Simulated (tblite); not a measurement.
Start geometry of `F[C@@H]1C=CO[C@H]1OC(F)(F)F` from a force field or distance geometry (Å):
```
atom  x, y, z in Å
F1    -0.6094   -2.0541   -0.4804
C2    -0.7690   -0.9095    0.2643
C3    -2.1224   -0.3887    0.0400
C4    -2.0122    0.8405   -0.4602
O5    -0.7066    1.2231   -0.5786
C6     0.1395    0.1536   -0.2541
O7     1.0562    0.5246    0.7325
C8     2.3722    0.3681    0.3344
F9     2.6535   -0.9520    0.0005
F10    3.1877    0.7138    1.3981
F11    2.6888    1.2178   -0.7105
H12   -0.6089   -1.0716    1.3478
H13   -3.0319   -0.9486    0.2582
H14   -2.8492    1.4809   -0.7306
H15    0.6074   -0.1900   -1.1834
```

**Question.** What comes out of this run: tblite 0.8.0, GFN2-xTB geometry optimisation, gas phase?

**Answer.** 
```
atom  x, y, z in Å
F1    -1.1628   -2.3272   -0.3994
C2    -0.9534   -1.1528    0.2855
C3    -2.0900   -0.1863    0.1334
C4    -1.6514    0.8668   -0.5417
O5    -0.3358    0.8002   -0.9052
C6     0.2096   -0.3581   -0.3483
O7     1.1109   -0.0290    0.7114
C8     2.2036    0.6527    0.3804
F9     2.8783    0.1122   -0.6444
F10    3.0247    0.6748    1.4230
F11    1.9747    1.9239    0.0395
H12   -0.7199   -1.4290    1.3188
H13   -3.0760   -0.3712    0.5033
H14   -2.1573    1.7596   -0.8577
H15    0.7405   -0.9287   -1.1205
```

The energy falls by 15.4 kcal/mol over 118 L-BFGS steps, the largest force on an atom goes from 2.75 to 0.003 eV/Å, and the atoms move by 0.665 Å rms after alignment. The bond that changes most is C8–F10 (CF3 carbon to fluorine of a CF3 group), which shortens by 0.057 Å. Bonds longer at the end by more than 0.005 Å: 3 of 15; shorter: 9. Among the angles that change most is O5–C4–H14, from 123.3° to 114.6°. Among the dihedrals that turn most is O5–C6–O7–C8, from -122° to -64°. Rotational constants go from 2137, 727.2, 623.6 to 2218, 716.2, 631.2 MHz. The orientation of the end geometry is arbitrary; only internal coordinates are fixed.

Time: 1.3 s. Hardware: one thread, Arm Neoverse N1 (aarch64) (shared host).

Its GFN2-xTB frequencies are all real (lowest 22 cm⁻¹). One conformer, not necessarily the lowest.

The numbers are calculated, not measured.
